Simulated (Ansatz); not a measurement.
One change: `C=CCOB(O)O` becomes `C[SiH2]OB(O)O`.

Ansatz, PBE0-D4/def2-TZVP geometries, multiplicity 1. Each molecule was computed in one conformer, which needn't be the lowest.

```
                                        property  `C=CCOB(O)O`
               LUMO energy (PBE/def2-TZVPP) / eV         -0.96
              LUMO energy (PBE0/def2-TZVPP) / eV          0.09
         HOMO–LUMO gap (ωB97M-V/def2-TZVPP) / eV         11.92
             LUMO energy (B3LYP/def2-TZVPP) / eV         -0.17
            HOMO–LUMO gap (PBE0/def2-TZVPP) / eV          7.75
size of the dipole moment (B3LYP/def2-TZVPP) / D          0.18
```

Problem. What does the change do to each property? (An estimate is asked.)

Solution. Computed: 
| property | `C[SiH2]OB(O)O` | shift |
| --- | --- | --- |
| LUMO energy (PBE/def2-TZVPP) / eV | -0.34 | 0.62 |
| LUMO energy (PBE0/def2-TZVPP) / eV | 0.50 | 0.41 |
| HOMO–LUMO gap (ωB97M-V/def2-TZVPP) / eV | 12.80 | 0.88 |
| LUMO energy (B3LYP/def2-TZVPP) / eV | 0.17 | 0.34 |
| HOMO–LUMO gap (PBE0/def2-TZVPP) / eV | 9.12 | 1.37 |
| size of the dipole moment (B3LYP/def2-TZVPP) / D | 0.65 | 0.47 |

With PBE0 the HOMO falls by 0.95 eV and the LUMO rises by 0.41 eV, so the gap widens by about 1.36 eV. PBE moves the HOMO by -0.72 eV and ωB97M-V by -0.95 eV. Dipoles are sizes alone; their direction can turn.

B3LYP here is the variant with VWN-RPA as its local correlation; programs differ in this.
